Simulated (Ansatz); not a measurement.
Harmonic frequencies (cm⁻¹) at PBE0-D4/def2-TZVP from Ansatz: 186, 198, 220, 263, 302, 600, 710, 732, 1075.

Task: Which molecule is it?
A. `[O]=[Mo]([F])([F])=[S]`
B. `[OH][Mo](=[S])(=[S])[Cl]`
C. `[NH2][Mo](=[O])([F])=[S]`
D. `[O]=[Mo]([OH])([F])=[S]`

Result: A.
